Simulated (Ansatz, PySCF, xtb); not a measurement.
Gas-phase reaction in SMILES: NCCCC[SiH3] + 5 [H][H] (H2) -> 4 C (CH4) + N (NH3) + [SiH4] (SiH4)
Structures are relaxed separately at B3LYP-D3(BJ)/def2-TZVP in Ansatz (a quantum-chemistry and plane-wave program), one conformer each, not searched for the lowest. Frequencies are from Ansatz or PySCF.

Property: energy of full hydrogenation (0 K, with B3LYP-D3(BJ) harmonic zero-point energies), in kcal/mol. Correlated levels leave the core frozen unless marked. No spin-orbit coupling. Non-relativistic. CBS(X,Y): correlation extrapolated as X^-3; Hartree-Fock from the larger set. [CCSD(T)-MP2]/basis is that difference in the basis named.

```json
[
 {"level": "GFN1-xTB", "program": "xtb", "energy of full hydrogenation (kcal/mol)": "?"},
 {"level": "GFN2-xTB", "program": "xtb", "energy of full hydrogenation (kcal/mol)": "?"},
 {"level": "B97M-V/def2-TZVPD", "program": "Ansatz", "energy of full hydrogenation (kcal/mol)": "-69.7"},
 {"level": "BHLYP/def2-TZVPD", "program": "Ansatz", "energy of full hydrogenation (kcal/mol)": "-75.1"},
 {"level": "HSE06-D4/def2-TZVPD", "program": "Ansatz + dftd4", "energy of full hydrogenation (kcal/mol)": "-62.5"},
 {"level": "CAM-B3LYP-D4/def2-TZVPD", "program": "Ansatz + dftd4", "energy of full hydrogenation (kcal/mol)": "?"},
 {"level": "LC-wPBE-D4/def2-TZVPD", "program": "Ansatz + dftd4", "energy of full hydrogenation (kcal/mol)": "?"},
 {"level": "B2GP-PLYP-D3(BJ)/def2-TZVPD", "program": "Ansatz + dftd3", "energy of full hydrogenation (kcal/mol)": "-62.2"},
 {"level": "B2PLYP-D4/def2-TZVPD", "program": "Ansatz + dftd4", "energy of full hydrogenation (kcal/mol)": "-63.1"},
 {"level": "SCS-MP2/6-31G", "program": "Ansatz", "energy of full hydrogenation (kcal/mol)": "-63.2"},
 {"level": "CCSD/cc-pV(T+d)Z", "program": "Ansatz", "energy of full hydrogenation (kcal/mol)": "-67.3"},
 {"level": "CCSD(T) with core electrons (1s frozen past Ne)/cc-pwCVTZ", "program": "Ansatz", "energy of full hydrogenation (kcal/mol)": "-63.1"},
 {"level": "RI-MP2/CBS(aug-cc-pV(T+d)Z,aug-cc-pV(Q+d)Z)+[CCSD(T)-MP2]/aug-cc-pV(T+d)Z", "program": "Ansatz", "energy of full hydrogenation (kcal/mol)": "-61.8"}
]
```

**Question.** Fill in the missing entries.

**Answer.** 
- GFN1-xTB, energy of full hydrogenation (kcal/mol): -122.0
- GFN2-xTB, energy of full hydrogenation (kcal/mol): -78.2
- CAM-B3LYP-D4/def2-TZVPD, energy of full hydrogenation (kcal/mol): -66.1
- LC-wPBE-D4/def2-TZVPD, energy of full hydrogenation (kcal/mol): -60.8
